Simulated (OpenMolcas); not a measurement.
Fe4+ among 6 point charges of -2.2 e arranged as a trigonal prism (D3h), with a polar angle of 53.0° against the regular 49.1°.

```json
{"Program": "OpenMolcas", "Method": "CASSCF", "Basis": "ANO-RCC-VDZP [5s4p2d1f]", "Scalar Hamiltonian": "DKH2, point nucleus", "Active space": "4 electrons in 5 orbitals (3d)", "State averaging": "2S+1 = 5 even, 5 roots; 2S+1 = 3 even, 45 roots; 2S+1 = 1 even, 50 roots", "Spin-orbit coupling": "state interaction with AMFI integrals over the reference wave functions"}
```

All point charges move together. At R = 1.84 Å the first state of the same spin is 2042 cm-1, and at R = 2.02 Å it is 1249 cm-1.

A third run gives 991.8 cm-1. What distance was it run at?

With a power law R^-n the two known points give n = -ln(1249 / 2042) / ln(2.02 / 1.84) = 5.27. Then R = 1.84 × (2042 / 991.8)^(1/5.27) = 2.110 Å. The run was at 2.11 Å, so the estimate is off by 0 Å.

An orbital doublet at a regular site is open to a Jahn-Teller distortion, which this geometry leaves out. Without dynamic correlation the repulsion within the d shell is too large (B by tens of per cent), so at a given field states of lower spin stand too high. Point charges give a weaker field than real ligands, and real ions of this kind are often low spin; the high spin found here belongs to the model. The ground term spreads over less than 5000 cm-1, several times less than with real ligands, so orbital moments are less quenched and χT lies further from the spin-only value than at real sites. This is an electrostatic model: the charges have no orbitals. No measured value stands beside these numbers.
